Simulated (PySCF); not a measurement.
Zero-point energy (kcal/mol) of eight halogen compounds: PBE-D3(BJ) beside B3LYP-D3(BJ), computed with PySCF for isolated molecules in the bases named; differences from unrounded values. The eight are the first of their class met in an unordered collection, after screening for sound electronic states; none was chosen by its value. Each level has its own optimised geometry.

| molecule | basis | B3LYP-D3(BJ) | PBE-D3(BJ) | difference |
|---|---|---|---|---|
| C₅H₉F, SMILES C[C@@H]1C(F)[C@H]1C | def2-SVP | 81.07 | [?] | [?] |
| 1-bromo-2-chlorocyclobutene (C₄H₄BrCl), SMILES C1CC(=C1Cl)Br | def2-SVP | 42.71 | [?] | [?] |
| C4H4F2, SMILES FC1(F)C=CC1 | def2-SVP | 44.59 | 43.30 | -1.29 |
| C4H5FO, SMILES C(C1(CC1)F)=O | def2-SVP | 51.54 | 50.05 | -1.49 |
| methyl (Z)-2,3-difluoroprop-2-enoate (C₄H₄F₂O₂), SMILES COC(=O)/C(F)=C/F | def2-SVP | 50.36 | 48.81 | -1.55 |
| 1-[(1R,2R)-2-fluorocyclopropyl]ethanone (C5H7FO), SMILES CC(=O)[C@H]1C[C@H]1F | def2-SVP | 69.46 | [?] | [?] |
| C4H4ClF, SMILES C=C(Cl)/C=C\F | def2-SVP | 43.13 | 41.90 | -1.23 |
| (3R)-1-fluoro-3-methylcyclobutene (C₅H₇F), SMILES FC1C[C@H](C=1)C | def2-SVP | 67.12 | 65.36 | -1.76 |

**Question.** Fill in the missing entries. (The exact figures need the calculation; the answer reports its results.)

**Answer.** 
- C₅H₉F, SMILES C[C@@H]1C(F)[C@H]1C, PBE-D3(BJ): 78.95
- C₅H₉F, SMILES C[C@@H]1C(F)[C@H]1C, difference: -2.12
- 1-bromo-2-chlorocyclobutene (C₄H₄BrCl), SMILES C1CC(=C1Cl)Br, PBE-D3(BJ): 41.59
- 1-bromo-2-chlorocyclobutene (C₄H₄BrCl), SMILES C1CC(=C1Cl)Br, difference: -1.12
- 1-[(1R,2R)-2-fluorocyclopropyl]ethanone (C5H7FO), SMILES CC(=O)[C@H]1C[C@H]1F, PBE-D3(BJ): 67.53
- 1-[(1R,2R)-2-fluorocyclopropyl]ethanone (C5H7FO), SMILES CC(=O)[C@H]1C[C@H]1F, difference: -1.93

PBE-D3(BJ) lies below B3LYP-D3(BJ) in 8 and above it in 0 of the eight; the mean signed difference is -1.56 and the largest -2.12 kcal/mol.
